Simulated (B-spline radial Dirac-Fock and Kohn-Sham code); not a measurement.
## Dipole and non-dipole photoemission parameters of Br²⁺ 3p1/2

System: Br²⁺ in the configuration [Ar] 3d10 4s2 4p3; threshold 216.9 eV (orbital energy of the model). These are calculated numbers from a radial B-spline solver; the model is Dirac-Hartree-Slater photoionisation with a Latter tail; cross sections with all multipoles, angular parameters from the dipole term and its interference with E2.

The run's input, task.json:

```json
{"items": [{
  "Z": 35,
  "q": 2,
  "cfg": [[1, 0, 2], [2, 0, 2], [2, 1, 6], [3, 0, 2], [3, 1, 6], [3, 2, 10], [4, 0, 2], [4, 1, 3]],
  "A": 79,
  "rrms": 4.1629,
  "do": "xps",
  "hv": [60, 80, 93.8, 100, 107.0, 145.0, 150, 289.0, 290.0, 313.0, 583.0, 587.0, 790.0, 800, 824.0, 1100.0, 1430.0, 1880.0, 2350.0, 3870.0, 4130.0, 4280.0, 5220.0, 6430.0, 8047.8, 8090.0, 9251.7, 10200.0, 12000, 12100.0]
}]}
```

Launch: `python xray2_run.py task.json out`

For linearly polarised light dσ/dΩ = σ/(4π) [1 + β P₂(cos θ) + (δ + γ cos²θ) sin θ cos φ], with θ from the polarisation vector and φ the angle between the beam and the projection of the electron momentum on the plane normal to the polarisation.

```csv
hν (eV),σ (kb),β,γ,δ
289,214,0.714,0.150,0.062
290,214,0.724,0.153,0.061
313,213,0.922,0.203,0.046
583,124,1.530,0.019,0.001
587,123,1.533,0.017,0.001
790,78.6,1.599,-0.023,0.001
800,?,?,?,?
824,73.3,1.603,-0.022,0.001
1100,43.4,1.612,0.030,0.003
1430,25.4,1.592,0.132,0.006
1880,13.9,1.550,0.279,0.011
2350,8.17,1.502,0.424,0.018
3870,2.26,1.358,0.791,0.041
4130,1.89,1.336,0.841,0.046
4280,1.72,1.324,0.869,0.048
5220,0.984,1.252,1.022,0.065
6430,0.538,1.170,1.181,0.087
8047.8,0.276,1.078,1.349,0.115
8090,0.271,1.076,1.353,0.116
9251.7,0.180,1.019,1.451,0.136
10200,0.133,0.977,1.521,0.153
12000,0.0796,0.906,1.634,0.183
12100,0.0775,0.902,1.640,0.185
```

Problem. Give the values at 800 eV.

Solution. σ = 77.0 kb, β = 1.600, γ = -0.023, δ = 0.001.
